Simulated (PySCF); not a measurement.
# `C[Si@H]1CC[Si@@H]1[SiH2]P`, C₃H₁₃PSi₃

Molfile (atoms numbered from 1):
```
C3H13PSi3
     RDKit          3D

 20 20  0  0  0  0  0  0  0  0999 V2000
   -2.3118    1.9076   -1.0902 C   0  0  0  0  0  0  0  0  0  0  0  0
   -1.3838    0.9100    0.2402 Si  0  0  1  0  0  4  0  0  0  0  0  0
   -2.0771   -0.8648    0.5207 C   0  0  0  0  0  0  0  0  0  0  0  0
   -0.7804   -1.7002    0.5020 C   0  0  0  0  0  0  0  0  0  0  0  0
    0.4669   -0.4508   -0.2803 Si  0  0  2  0  0  4  0  0  0  0  0  0
    2.5599   -0.4832    0.7185 Si  0  0  0  0  0  4  0  0  0  0  0  0
    3.7893    1.0353   -0.3773 P   0  0  0  0  0  0  0  0  0  0  0  0
   -1.8133    2.8533   -1.2780 H   0  0  0  0  0  0  0  0  0  0  0  0
   -3.3307    2.1274   -0.7837 H   0  0  0  0  0  0  0  0  0  0  0  0
   -2.3585    1.3659   -2.0301 H   0  0  0  0  0  0  0  0  0  0  0  0
   -1.3827    1.7085    1.4809 H   0  0  0  0  0  0  0  0  0  0  0  0
   -2.7271   -1.1653   -0.3009 H   0  0  0  0  0  0  0  0  0  0  0  0
   -2.6488   -1.0154    1.4347 H   0  0  0  0  0  0  0  0  0  0  0  0
   -0.9091   -2.6447   -0.0222 H   0  0  0  0  0  0  0  0  0  0  0  0
   -0.4839   -1.9520    1.5205 H   0  0  0  0  0  0  0  0  0  0  0  0
    0.5904   -0.7559   -1.7279 H   0  0  0  0  0  0  0  0  0  0  0  0
    3.2903   -1.7617    0.7666 H   0  0  0  0  0  0  0  0  0  0  0  0
    2.5679    0.0050    2.1046 H   0  0  0  0  0  0  0  0  0  0  0  0
    3.9332    0.2753   -1.5189 H   0  0  0  0  0  0  0  0  0  0  0  0
    5.0042    0.6162    0.1178 H   0  0  0  0  0  0  0  0  0  0  0  0
  1  2  1  0
  2  3  1  0
  3  4  1  0
  4  5  1  0
  5  6  1  0
  6  7  1  0
  5  2  1  0
  1  8  1  0
  1  9  1  0
  1 10  1  0
  2 11  1  1
  3 12  1  0
  3 13  1  0
  4 14  1  0
  4 15  1  0
  5 16  1  6
  6 17  1  0
  6 18  1  0
  7 19  1  0
  7 20  1  0
M  END
```

Method used: TDDFT PBE0/def2-SVPD circular dichroism and optical rotation, one conformer, gas phase (PySCF 2.14.0). Geometry: GFN2-xTB.

The molecule is flexible and this is one conformer; a measurement averages over conformers.

(1) Draw the ECD and absorption spectra from the lowest 16 states, each a Gaussian of half-width 0.35 eV at 1/e height.

Answers

(1) 
| E (eV) | λ (nm) | Δε (L mol⁻¹ cm⁻¹) | ε (L mol⁻¹ cm⁻¹) |
| --- | --- | --- | --- |
| 4.93 | 252 | -0.51 | 171 |
| 5.03 | 247 | -1.40 | 385 |
| 5.13 | 242 | -3.27 | 760 |
| 5.23 | 237 | -6.55 | 1330 |
| 5.33 | 233 | -11.22 | 2090 |
| 5.43 | 228 | -16.35 | 3080 |
| 5.53 | 224 | -20.19 | 4360 |
| 5.63 | 220 | -20.94 | 6100 |
| 5.73 | 216 | -17.99 | 8400 |
| 5.83 | 213 | -12.40 | 11100 |
| 5.93 | 209 | -6.43 | 13600 |
| 6.03 | 206 | -2.09 | 15400 |
| 6.13 | 202 | +0.12 | 16200 |
| 6.23 | 199 | +1.40 | 15900 |
| 6.33 | 196 | +3.42 | 15100 |
| 6.43 | 193 | +6.48 | 14100 |
| 6.53 | 190 | +8.68 | 13200 |
| 6.63 | 187 | +7.27 | 12400 |
| 6.73 | 184 | +1.16 | 11700 |
| 6.83 | 182 | -7.72 | 11100 |

Δε uses R in velocity form, ε uses f in length form. Only the states computed contribute, so the short-wavelength end is incomplete.

The sign of the CD band at 182 nm isn't settled: the length form gives the opposite one.
